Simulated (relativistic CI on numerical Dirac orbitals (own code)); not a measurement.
Ti³⁺: L2,3 absorption edge

Computed with this model: Dirac-Coulomb-Breit CI, KLI orbitals optimised for each configuration, model QED (radiative potential, 1s self-energy scaled to tabulated hydrogen-like ionisation energies), valence Slater integrals scaled by 0.9, multiplet model of core-to-valence dipole absorption; configurations [Ar] 3d → [He] 2s2 2p5 3s2 3p6 3d2; 80 K; Lorentzian 0.6 eV and Gaussian 0.3 eV FWHM. Energies are those of the free ion, without screening or charge transfer. The branching ratio is the share of the lower-energy edge in the whole absorption, uncertain by about 0.02 where the edges overlap. S is read from ⟨S²⟩ = S(S + 1).

Field parameters in Wybourne normalisation: Oh B⁴₀ = 21Dq, B⁴₄ = √(5/14) B⁴₀. The field is a parameter set, without covalency.

Computed curve for Oh, 10Dq = 14500 cm⁻¹, scaled to 100 at the maximum (points under 2 are left out and the grid is thinned):

(Energy (eV), Intensity): (455.8, 2.0), (456.1, 2.7), (456.3, 3.2), (456.6, 4.0), (456.9, 5.7), (457.2, 9.6), (457.4, 13.9), (457.7, 17.6), (458.0, 15.2), (458.3, 14.0), (458.5, 15.6), (458.8, 22.2), (459.1, 30.4), (459.3, 33.5), (459.6, 35.9), (459.9, 35.7), (460.2, 32.3), (460.4, 33.2), (460.7, 37.6), (461.0, 50.7), (461.3, 72.6), (461.5, 78.6), (461.8, 84.0), (462.1, 67.7), (462.3, 50.5), (462.6, 47.8), (462.9, 68.9), (463.2, 76.4), (463.4, 70.0), (463.7, 55.7), (464.0, 38.1), (464.3, 40.5), (464.5, 47.1), (464.8, 47.6), (465.1, 48.2), (465.4, 54.6), (465.6, 70.6), (465.9, 81.7), (466.2, 70.8), (466.4, 62.4), (466.7, 73.4), (467.0, 95.1), (467.3, 99.9), (467.5, 94.7), (467.8, 81.3), (468.1, 52.7), (468.4, 26.0), (468.6, 17.8), (468.9, 12.9), (469.2, 9.7), (469.4, 7.4), (469.7, 5.3), (470.0, 4.2), (470.3, 3.5), (470.5, 3.3), (470.8, 3.6), (471.1, 4.6), (471.4, 4.2), (471.6, 3.1), (471.9, 2.1)

The ground state has S = 0.50, and the centroid lies at 464.04 eV.
